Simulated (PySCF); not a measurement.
germyloxygermane (Ge2H6O), SMILES [GeH3][O][GeH3].

Coordinates come from a PBE0-D3(BJ)/def2-SVP optimisation.

Two levels are set side by side: TDA-PBE/def2-SVPD (PySCF) and TDA-PBE0/def2-SVPD (PySCF). Vertical, same geometry. The lowest singlet is HOMO→LUMO 99 % with PBE and HOMO→LUMO 99 % with the other functional; states are paired by order. Differences are taken from unrounded values.

```
quantity                               TDA-PBE0
-------------------------------------  --------
lowest singlet excitation (eV)             6.34
lowest triplet excitation (TDA) (eV)       5.92
first bright state (f over 0.05) (eV)      7.29
its oscillator strength                    0.06
```

### Question
What does TDA-PBE give, and how far is it from TDA-PBE0? (An estimate is asked for; the answer gives what the named calculation found.)

### Answer

| quantity | TDA-PBE | TDA-PBE minus TDA-PBE0 |
|---|---|---|
| lowest singlet excitation (eV) | 5.63 | -0.70 |
| lowest triplet excitation (TDA) (eV) | 5.29 | -0.63 |
| first bright state (f over 0.05) (eV) | 6.78 | -0.50 |
| its oscillator strength | 0.06 | 0.00 |

Functionals without exact exchange tend to place singlet excitations lower, as here. Differences between two approximate levels are no errors against the true value.

Rough cost on one machine, each run with all the roots and properties that it gave: TDA-PBE0 against TDA-PBE about 2 times.
